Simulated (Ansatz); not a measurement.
Start from `C[SiH](N)Cl` and change one atom or group to get `C[SiH2]Cl`.

Ansatz, PBE0-D4/def2-TZVP geometries, multiplicity 1. Each molecule was computed in one conformer, which needn't be the lowest.

| property | `C[SiH](N)Cl` |
| --- | --- |
| LUMO energy (PBE/def2-TZVPP) / eV | -0.07 |
| LUMO energy (ωB97M-V/def2-TZVPP) / eV | 2.19 |
| zero-point energy (PBE0-D4/def2-TZVP) / kJ/mol | 193.4 |
| HOMO energy (PBE0/def2-TZVPP) / eV | -7.84 |
| LUMO energy (B3LYP/def2-TZVPP) / eV | 0.43 |
| LUMO energy (PBE0/def2-TZVPP) / eV | 0.76 |

Question: Give the same properties after the change, and the shifts. (Best estimate.)

Answer: Computed: 
```tsv
property	`C[SiH2]Cl`	shift
LUMO energy (PBE/def2-TZVPP) / eV	-0.44	-0.37
LUMO energy (ωB97M-V/def2-TZVPP) / eV	2.18	-0.01
zero-point energy (PBE0-D4/def2-TZVP) / kJ/mol	145.1	-48.3
HOMO energy (PBE0/def2-TZVPP) / eV	-8.75	-0.91
LUMO energy (B3LYP/def2-TZVPP) / eV	0.24	-0.19
LUMO energy (PBE0/def2-TZVPP) / eV	0.46	-0.30
```

With PBE0 the HOMO falls by 0.91 eV and the LUMO falls by 0.30 eV, so the gap widens by about 0.61 eV. PBE moves the HOMO by -1.00 eV and ωB97M-V by -0.79 eV. The zero-point energy changes by -48.3 kJ/mol with -6 modes.

B3LYP here is the variant with VWN-RPA as its local correlation; programs differ in this.
